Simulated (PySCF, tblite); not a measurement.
Isomers of C5H12GeO2. Computed with GFN2-xTB (tblite): harmonic, unscaled wavenumbers at the GFN2-xTB geometry, gas phase. Against measured fundamentals such values can be off by several per cent, at times by over 20. Modes of hydrogen on germanium can be 10 to 20 % off. One conformer each.

Electronic energies: PBE0-D3(BJ)/def2-SVP at its own geometries (PySCF, gas phase).

| SMILES | electronic energy, lowest = 0 (kcal/mol) |
| --- | --- |
| CC(C)[C@H]1C[O][GeH2][O]1 | 7.7 |
| C=[C](C)[GeH]([O]C)[O]C | 31.2 |
| CC[C@@H]1C[O][Ge@@H]([CH3])[O]1 | 0.1 |
| CCC[C@@H]1C[O][GeH2][O]1 | 8.6 |
| CC[C@@H]1C[O][Ge@H]([CH3])[O]1 | 0.0 |

Q: How do GFN2-xTB zero-point energies change the relative energies?

A: 
```csv
SMILES,ZPE (kcal/mol),of it from modes above 1550 cm⁻¹,electronic (kcal/mol),"with ZPE, lowest = 0 (kcal/mol)",lowest mode (cm⁻¹),rings
CC[C@@H]1C[O][Ge@H]([CH3])[O]1,100.7,49.7,0.0,0.0,35,1
CC[C@@H]1C[O][Ge@@H]([CH3])[O]1,100.7,49.7,0.1,0.1,50,1
CC(C)[C@H]1C[O][GeH2][O]1,100.4,48.2,7.7,7.4,74,1
CCC[C@@H]1C[O][GeH2][O]1,100.6,48.1,8.6,8.5,51,1
C=[C](C)[GeH]([O]C)[O]C,97.8,52.1,31.2,28.3,31,0
```

The zero-point energies span 2.9 kcal/mol, from `C=[C](C)[GeH]([O]C)[O]C` to `CC[C@@H]1C[O][Ge@H]([CH3])[O]1`. The order is unchanged.

Q: And how do the electronic energies of GFN2-xTB itself compare?

A: `CC[C@@H]1C[O][Ge@H]([CH3])[O]1` 3.4; `CC[C@@H]1C[O][Ge@@H]([CH3])[O]1` 3.3; `CC(C)[C@H]1C[O][GeH2][O]1` 0.0; `CCC[C@@H]1C[O][GeH2][O]1` 0.6; `C=[C](C)[GeH]([O]C)[O]C` 38.5 kcal/mol, lowest = 0. Against the energies above, taken from the same isomer `CC[C@@H]1C[O][Ge@H]([CH3])[O]1`, the largest difference is 11.4 kcal/mol. The two levels were optimised apart and needn't hold the same conformer.

Q: What do entropy and thermal enthalpy add at 298.15 K and 1 bar (rigid rotor, harmonic oscillator, one conformer each)?

A: 
```tsv
SMILES	point group	symmetry number	S (cal/(mol K))	H − H(0) (kcal/mol)	ZPE + H − H(0) − TS (kcal/mol)
CC[C@@H]1C[O][Ge@H]([CH3])[O]1	C1	1	103.9	7.40	77.1
CC[C@@H]1C[O][Ge@@H]([CH3])[O]1	C1	1	103.3	7.40	77.3
CC(C)[C@H]1C[O][GeH2][O]1	C1	1	96.7	6.80	78.3
CCC[C@@H]1C[O][GeH2][O]1	C1	1	98.8	6.83	78.0
C=[C](C)[GeH]([O]C)[O]C	C1	1	116.2	8.87	72.0
```
